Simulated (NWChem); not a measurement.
The numbers come from NWChem runs, not from measurements. System: C2H5Te, charge 0, spin multiplicity 2, displaced from the optimised geometry. The structure started from a generated list of species. Its SCF solution wasn't tested for a lower state.

Job file:

```
start mol
memory heap 200 mb stack 900 mb global 1100 mb
geometry units angstroms nocenter noautoz noautosym
  C      1.699863    -0.147082    -0.833778
  Te    -0.014120    -0.009441     0.378987
  C     -1.454944     0.150369    -1.299162
  H      2.689281    -0.294452    -0.325813
  H      1.666964     0.233487    -1.889226
  H     -1.217705     1.069769    -1.906955
  H     -1.386299    -0.778722    -1.933399
  H     -2.487506     0.241118    -0.854266
end
basis spherical
  * library def2-svp
end
ecp
  Te library def2-ecp
end
dft
  xc becke88 lyp
  odft
  mult 2
  semidirect memsize 60000000 filesize 0
  iterations 100
  convergence nodiis damp 40
end
task dft gradient
```

The output up to the point where the run's verdict is printed (cleaned and shortened):

```
             Northwest Computational Chemistry Package (NWChem) 7.3.0
             --------------------------------------------------------

                                NWChem Input Module
                                -------------------

 Scaling coordinates for geometry "geometry" by  1.889725989
 (inverse scale =  0.529177249)

                             Geometry "geometry" -> ""
                             -------------------------

 Output coordinates in angstroms (scale by  1.889725989 to convert to a.u.)

  No.       Tag          Charge          X              Y              Z
 ---- ---------------- ---------- -------------- -------------- --------------
    1 C                    6.0000     1.69986300    -0.14708200    -0.83377800
    2 Te                  52.0000    -0.01412000    -0.00944100     0.37898700
    3 C                    6.0000    -1.45494400     0.15036900    -1.29916200
    4 H                    1.0000     2.68928100    -0.29445200    -0.32581300
    5 H                    1.0000     1.66696400     0.23348700    -1.88922600
    6 H                    1.0000    -1.21770500     1.06976900    -1.90695500
    7 H                    1.0000    -1.38629900    -0.77872200    -1.93339900
    8 H                    1.0000    -2.48750600     0.24111800    -0.85426600

 Effective nuclear repulsion energy (a.u.)     228.3985029231

            Nuclear Dipole moment (a.u.)
            ----------------------------
        X                 Y               Z
 ---------------- ---------------- ----------------
     0.0000170075    -0.0000188973     0.0000472431


 Summary of "ao basis" -> "" (spherical)
 ------------------------------------------------------------------------------
       Tag                 Description            Shells   Functions and Types
 ---------------- ------------------------------  ------  ---------------------
 *                          def2-svp                  on all atoms

                                 NWChem DFT Module
                                 -----------------

 Summary of "ao basis" -> "ao basis" (spherical)
[...]
 d= 0,ls=0.5         73   -310.1261715627 -5.15D+00  1.45D-01              28.2
                                                     1.27D-01
 d= 0,ls=0.5         74   -304.9806913015  5.15D+00  1.45D-01              28.6
                                                     1.27D-01
 d= 0,ls=0.5         75   -310.1261715630 -5.15D+00  1.45D-01              29.0
                                                     1.27D-01
 d= 0,ls=0.5         76   -304.9806913014  5.15D+00  1.45D-01              29.4
                                                     1.27D-01
 d= 0,ls=0.5         77   -310.1261715631 -5.15D+00  1.45D-01              29.8
                                                     1.27D-01
 d= 0,ls=0.5         78   -304.9806913013  5.15D+00  1.45D-01              30.1
                                                     1.27D-01
 d= 0,ls=0.5         79   -310.1261715632 -5.15D+00  1.45D-01              30.5
                                                     1.27D-01
 d= 0,ls=0.5         80   -304.9806913013  5.15D+00  1.45D-01              30.9
                                                     1.27D-01
 d= 0,ls=0.5         81   -310.1261715633 -5.15D+00  1.45D-01              31.3
                                                     1.27D-01
 d= 0,ls=0.5         82   -304.9806913013  5.15D+00  1.45D-01              31.7
                                                     1.27D-01
 d= 0,ls=0.5         83   -310.1261715633 -5.15D+00  1.45D-01              32.1
                                                     1.27D-01
 d= 0,ls=0.5         84   -304.9806913013  5.15D+00  1.45D-01              32.5
                                                     1.27D-01
 d= 0,ls=0.5         85   -310.1261715633 -5.15D+00  1.45D-01              32.9
                                                     1.27D-01
 d= 0,ls=0.5         86   -304.9806913013  5.15D+00  1.45D-01              33.3
                                                     1.27D-01
 d= 0,ls=0.5         87   -310.1261715633 -5.15D+00  1.45D-01              33.7
                                                     1.27D-01
 d= 0,ls=0.5         88   -304.9806913013  5.15D+00  1.45D-01              34.1
                                                     1.27D-01
 d= 0,ls=0.5         89   -310.1261715633 -5.15D+00  1.45D-01              34.5
                                                     1.27D-01
 d= 0,ls=0.5         90   -304.9806913013  5.15D+00  1.45D-01              34.9
                                                     1.27D-01
 d= 0,ls=0.5         91   -310.1261715633 -5.15D+00  1.45D-01              35.3
                                                     1.27D-01
 d= 0,ls=0.5         92   -304.9806913013  5.15D+00  1.45D-01              35.7
                                                     1.27D-01
 d= 0,ls=0.5         93   -310.1261715633 -5.15D+00  1.45D-01              36.1
                                                     1.27D-01
 d= 0,ls=0.5         94   -304.9806913013  5.15D+00  1.45D-01              36.5
                                                     1.27D-01
 d= 0,ls=0.5         95   -310.1261715633 -5.15D+00  1.45D-01              36.9
                                                     1.27D-01
 d= 0,ls=0.5         96   -304.9806913013  5.15D+00  1.45D-01              37.3
                                                     1.27D-01
 d= 0,ls=0.5         97   -310.1261715633 -5.15D+00  1.45D-01              37.7
                                                     1.27D-01
 d= 0,ls=0.5         98   -304.9806913012  5.15D+00  1.45D-01              38.1
                                                     1.27D-01
 d= 0,ls=0.5         99   -310.1261715633 -5.15D+00  1.45D-01              38.5
                                                     1.27D-01
 d= 0,ls=0.5        100   -304.9806913013  5.15D+00  1.45D-01              38.9
                                                     1.27D-01
```

The run did not converge; its last values are not results. The next line reads: Calculation failed to converge. NWChem stopped with the message: dft gradient failed.
